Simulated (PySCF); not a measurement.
# A thermochemical cycle for Cs2

CCSD(T) in PySCF with def2-SVP on every atom (core potentials on Cs), for the lowest determinant that a PBE0 search found; no spin–orbit coupling. Cs2, a singlet (closed shell), has De = 0.35 eV to neutral atoms, and Cs₂⁺, a doublet (σ ↑), has De = 0.63 eV to Cs⁺ + Cs.

The adiabatic ionisation energy of Cs2, between the minima, is 3.50 eV.

Which ionisation energy of the Cs atom does this level give?

IE(Cs) = IE(molecule) + De(ion) − De(neutral) = 3.50 + 0.63 − 0.35 = 3.78 eV; the measured value is 3.894 eV (NIST ASD).

Correlated steps freeze no core orbitals. Weak bonds: Cs2. Basis-set superposition, not corrected here, can be much of De in a small basis, most of all at correlated wavefunction levels. Spin–orbit coupling is left out. Where the molecule has an RHF reference, its open-shell atoms are computed with UHF. States were picked by a PBE0 search and need not be the measured ground states.
